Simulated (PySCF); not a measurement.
C4H10OSi, SMILES C[SiH2]C1COC1.

Geometry: PBE0-D3(BJ)/def2-SVP. The structure was generated by enumeration, and PubChem lists no compound with its InChIKey, so it may never have been made. Other conformers were not sampled.

All values below come from PBE0-D3(BJ)/def2-SVP in PySCF.

Frequencies are harmonic and unscaled.

Computed normal modes with their intensities:
| mode | ν (cm⁻¹) | IR (km/mol) | moving atoms (share of kinetic energy) |
|---|---|---|---|
| 1 | 58 | 3.6 | O 45 %, C 29 %, H 22 % |
| 2 | 64 | 1.4 | C 40 %, H 33 %, Si 15 %, O 12 % |
| 3 | 128 | 0.6 | C 50 %, H 38 %, Si 10 % |
| 4 | 164 | 0.0 | H 91 % |
| 5 | 262 | 0.3 | H 47 %, C 33 %, Si 18 % |
| 6 | 286 | 0.7 | C 55 %, H 30 %, Si 11 % |
| 7 | 485 | 10.1 | H 80 %, Si 14 % |
| 8 | 566 | 4.4 | H 49 %, C 29 %, Si 18 % |
| 9 | 679 | 7.1 | H 67 %, C 25 % |
| 10 | 713 | 9.7 | H 54 %, C 30 %, Si 16 % |
| 11 | 739 | 43.6 | H 56 %, C 23 %, Si 21 % |
| 12 | 843 | 12.7 | C 53 %, O 29 %, H 18 % |
| 13 | 879 | 36.7 | H 78 %, C 17 % |
| 14 | 897 | 177.0 | H 76 %, Si 12 %, C 11 % |
| 15 | 905 | 19.8 | H 80 %, C 19 % |
| 16 | 946 | 78.3 | H 95 % |
| 17 | 988 | 28.6 | H 46 %, C 41 %, O 11 % |
| 18 | 1023 | 48.5 | H 60 %, C 29 %, O 10 % |
| 19 | 1033 | 20.3 | C 72 %, H 27 % |
| 20 | 1113 | 3.9 | C 63 %, H 21 %, O 15 % |
| 21 | 1117 | 101.7 | C 53 %, O 45 % |
| 22 | 1169 | 1.4 | H 82 %, C 10 %, O 9 % |
| 23 | 1178 | 0.2 | H 93 % |
| 24 | 1234 | 10.8 | H 74 %, C 26 % |
| 25 | 1258 | 8.1 | H 55 %, C 43 % |
| 26 | 1264 | 24.5 | H 78 %, C 21 % |
| 27 | 1316 | 0.0 | H 77 %, C 19 % |
| 28 | 1389 | 15.1 | H 64 %, C 34 % |
| 29 | 1430 | 2.7 | H 96 % |
| 30 | 1432 | 5.9 | H 96 % |
| 31 | 1501 | 1.3 | H 93 % |
| 32 | 1528 | 0.8 | H 90 %, C 10 % |
| 33 | 2212 | 95.0 | H 97 % |
| 34 | 2212 | 134.2 | H 96 % |
| 35 | 3014 | 122.7 | H 95 % |
| 36 | 3027 | 14.2 | H 94 % |
| 37 | 3058 | 2.4 | H 97 % |
| 38 | 3070 | 42.3 | H 90 %, C 10 % |
| 39 | 3075 | 33.9 | H 90 %, C 10 % |
| 40 | 3106 | 18.7 | H 92 %, C 8 % |
| 41 | 3163 | 2.8 | H 91 %, C 9 % |
| 42 | 3167 | 2.1 | H 91 %, C 9 % |
